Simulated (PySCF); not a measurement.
# Beryllium: a sound run and one with changed settings

Sound run: Be⁺ [He] 2s1, Be²⁺ 1s2. All numbers are calculated (PySCF 2.14, scalar relativity by spin-free X2C-1e, in x2c-SVPall (3s2p, 9 functions)). The sound run starts from symmetry-adapted Hartree-Fock orbitals and uses a fine grid where one is needed.

Changed run: radial step 1.2 in ln r (0.13 in the sound run). This setting is unsound on purpose.

| species | method | sound run (hartree) | changed run (hartree) | converged |
| --- | --- | --- | --- | --- |
| Be⁺ | UHF | -14.26333 | -14.26333 | yes |
| Be⁺ | LDA | -14.10137 | -14.12941 | yes |
| Be⁺ | M06-2X | -14.31607 | -14.35132 | yes |
| Be²⁺ | UHF | -13.60709 | -13.60709 | yes |
| Be²⁺ | LDA | -13.43970 | -13.50880 | yes |
| Be²⁺ | M06-2X | -13.65270 | -13.68994 | yes |

Ionisation energy of Be⁺:

```json
{"method": "UHF", "sound run (eV)": "17.857", "changed run (eV)": "17.857"}
{"method": "LDA", "sound run (eV)": "18.005", "changed run (eV)": "16.888"}
{"method": "M06-2X", "sound run (eV)": "18.051", "changed run (eV)": "17.997"}
```

A coarse radial grid mis-integrates the density and the exchange-correlation energy, with errors of either sign; Hartree-Fock needs no grid.

For comparison, NIST gives 18.211 eV between the lowest levels.
